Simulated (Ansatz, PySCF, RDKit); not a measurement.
Noncovalent pair: N2 (SMILES N#N) (first 2 atoms) with GeH4 (SMILES [GeH4]); geometry from B3LYP-D3(BJ)/def2-TZVP.
(charge 0, multiplicity 1):
| atom | x (Å) | y (Å) | z (Å) |
|---|---|---|---|
| N | -0.2136 | -0.0766 | -1.1125 |
| N | -0.5000 | 0.3781 | -0.1633 |
| Ge | 0.1417 | -0.0591 | 3.3546 |
| H | 0.5198 | -0.3805 | 4.8089 |
| H | -0.5392 | -1.2822 | 2.7233 |
| H | 1.4116 | 0.2837 | 2.5621 |
| H | -0.8204 | 1.1366 | 3.3268 |

Monomers are frozen at their geometry in the pair; levels with a basis set take the counterpoise correction. Rows marked so take none. RDKit's UFF carries no charges.

Rows in 6-31G* carry no dispersion term and start afresh at each structure (6-31G* with six Cartesian d functions); the Pople sets are all-electron and without relativity.

Run with Ansatz (Gaussian basis) for Hartree–Fock, density functionals and correlated methods; PySCF for 6-31G* rows, the dispersion terms; RDKit for the force fields. 

### Question
One of these levels gives -0.41 kcal/mol for the interaction energy. Which one is it?
A) HF/6-31G* (no counterpoise)
B) UFF
C) PBE-D3(BJ)/def2-TZVPPD

### Answer
B, UFF. The others give 0.05 (HF/6-31G* (no counterpoise)), -0.74 (PBE-D3(BJ)/def2-TZVPPD)

Ansatz is a program for electronic structure.
